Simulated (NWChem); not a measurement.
C2H2F4; SMILES FC(C(F)F)F

```xyz
8

F      1.0923    -1.3566     0.0691
C      0.0000    -0.6847    -0.3297
F     -1.0923    -1.3567     0.0693
C      0.0000     0.6847     0.3297
F     -1.0923     1.3567    -0.0693
F      1.0923     1.3566    -0.0691
H     -0.0002    -0.5952    -1.4306
H     -0.0002     0.5952     1.4306
```
Atoms are numbered in this order, from 1.

All runs: NWChem. Pople sets run with spherical d functions. Medium grid unless said otherwise, to which SCAN and Minnesota functionals are sensitive. Geometry: optimised at PBE0/def2-SVP. Total energies of different functionals are on different scales.

```json
[
 {"level": "B3LYP/6-31G*", "energy (Ha)": "-476.7541", "highest occupied level (eV)": "-9.05", "orbital gap (eV)": "11.50"},
 {"level": "PBE/6-31G*", "energy (Ha)": "-476.2832", "highest occupied level (eV)": "-7.39", "orbital gap (eV)": "8.88"},
 {"level": "MN15-L/6-31G*", "energy (Ha)": "-476.3448", "highest occupied level (eV)": "-8.15", "orbital gap (eV)": "10.46"},
 {"level": "revPBE/6-31G*", "energy (Ha)": "-476.5955", "highest occupied level (eV)": "-7.34", "orbital gap (eV)": "8.97"},
 {"level": "PBE0/6-31G*", "energy (Ha)": "-476.2973", "highest occupied level (eV)": "-9.33", "orbital gap (eV)": "12.05"},
 {"level": "LC-wPBE (HJS exchange hole, range parameter 0.4 per bohr)/6-31G*", "energy (Ha)": "-476.4497", "highest occupied level (eV)": "-12.09", "orbital gap (eV)": "17.38"},
 {"level": "MN15/6-31G*", "energy (Ha)": "-476.3393", "highest occupied level (eV)": "-10.17", "orbital gap (eV)": "13.63"},
 {"level": "LDA (Slater exchange, VWN5)/6-31G*", "energy (Ha)": "-473.5256", "highest occupied level (eV)": "-7.54", "orbital gap (eV)": "8.65"},
 {"level": "M06-2X/6-31G*", "energy (Ha)": "-476.5933", "highest occupied level (eV)": "___", "orbital gap (eV)": "___"}
]
```

Question: Fill in the missing entries.

Answer: 
- M06-2X/6-31G*, highest occupied level (eV): -11.06
- M06-2X/6-31G*, orbital gap (eV): 14.85
